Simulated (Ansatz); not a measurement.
Pt, triplet (core potentials on Pt). Base run: Ansatz (a quantum-chemistry and plane-wave program) with R2SCAN/def2-TZVP.

Geometry (Å):
```xyz
1

Pt     0.0000     0.0000     0.0000
```
Charge 0, spin multiplicity 3.
Orbitals are unrestricted.
All else is at Ansatz's defaults.
Base energy -119.30582 Eh.

Each row names what was changed in the base input (with any setting that the change needs).

```json
[
 {"change": "base", "ΔE vs base (mEh)": "0.000"},
 {"change": "final_grid = 6, 12, 29", "ΔE vs base (mEh)": "0.104"},
 {"change": "final_grid = 4, 8, 17", "ΔE vs base (mEh)": "-1.030"},
 {"change": "final_grid = 14, 28, 59", "ΔE vs base (mEh)": "0.000"},
 {"change": "final_grid = 10, 20, 41", "ΔE vs base (mEh)": "0.032"},
 {"change": "nuclear_model = gaussian", "ΔE vs base (mEh)": "0.000"},
 {"change": "accuracy = high", "ΔE vs base (mEh)": "0.001"},
 {"change": "lower_state_search = off", "ΔE vs base (mEh)": "0.001"},
 {"change": "lower_state_search = light", "ΔE vs base (mEh)": "0.000"},
 {"change": "point_charge = charge:1.0 position_ang:-2.693, -1.3112, 0.1688", "ΔE vs base (mEh)": "-38.522"},
 {"change": "forces = on", "ΔE vs base (mEh)": "0.000"}
]
```
